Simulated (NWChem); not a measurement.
BaBr2; SMILES [Br][Ba][Br]

```xyz
3

Ba     0.0000     0.0000     0.6322
Br     2.7045     0.0000    -0.5058
Br    -2.7045     0.0000    -0.5058
```
Atoms are numbered in this order, from 1.

Structure relaxed at the PBE0/def2-SVP level. No frequency run checked for a minimum. def2 effective core potentials on Ba; no spin-orbit coupling.

Symmetry labels are those of C2v in the frame above (b1 and b2, or b-type labels, depend on it).

**Question.** List the 4 lowest vertical singlet excitations from PBE0/def2-SVPD with def2 effective core potentials on Ba, TDA (NWChem).

**Answer.** 
```tsv
state	energy (eV)	oscillator strength	symmetry	leading excitation (squared amplitude)
S1	4.17	0.003	b1	HOMO → LUMO (0.99)
S2	4.27	0.033	b2	HOMO−1 → LUMO (0.99)
S3	4.29	0.010	a1	HOMO−2 → LUMO (0.99)
S4	4.38	0.000	a2	HOMO−3 → LUMO (0.99)
```
